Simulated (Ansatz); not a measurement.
Reaction (ligand exchange at the Si–Br bond): `Cl[Si](Cl)(Br)Br` + HCl → `Cl[Si](Cl)(Cl)Br` + HBr

Calculated with Ansatz (gas phase, PBE0-D4/def2-TZVP geometries, no zero-point term in ΔE). CCSD(T)/CBS is the MP2 limit (def2-TZVPP, def2-QZVPP) plus CCSD(T) − MP2 in def2-TZVPP, frozen cores. This one scheme is used for every species. Functionals use def2-TZVPP. B3LYP here is the variant with VWN-RPA as its local correlation; programs differ in this. For Br outer-core shells are correlated without core-valence functions, which leaves a few kJ/mol of doubt a bond. Scalar relativity is left out up to krypton.

Q: Is it downhill or uphill in electronic energy at CCSD(T)/CBS, and by how much? (An estimate is asked.)

A: Ansatz gave: Downhill: ΔE = -3.4 kJ/mol.

Q: What do these levels give: LDA (SPW92), B3LYP-D4, BHLYP-D4, ωB97X-V, HF/def2-TZVPP, MP2/def2-QZVPP? (An estimate is asked.)

A: Ansatz gave: LDA (SPW92) -6.5, B3LYP-D4 -6.3, BHLYP-D4 -5.7, ωB97X-V -7.2, HF/def2-TZVPP -9.4, MP2/def2-QZVPP -2.6 kJ/mol.

Largest T1 diagnostic among the species: 0.008.

In def2-TZVPP, CCSD(T) changes the Hartree–Fock value by +3.6 kJ/mol (the triples alone add +0.4 kJ/mol) and MP2 by +5.6 kJ/mol. At CCSD(T), def2-SVP lies −7.0 kJ/mol from the extrapolated value and def2-TZVPP −2.4 kJ/mol. Leaving LDA and LC-ωPBE aside and taking each functional with its dispersion term where it has one, the values, not all of them listed here, spread over 6.0 kJ/mol, from B97M-V to HSE06-D4.
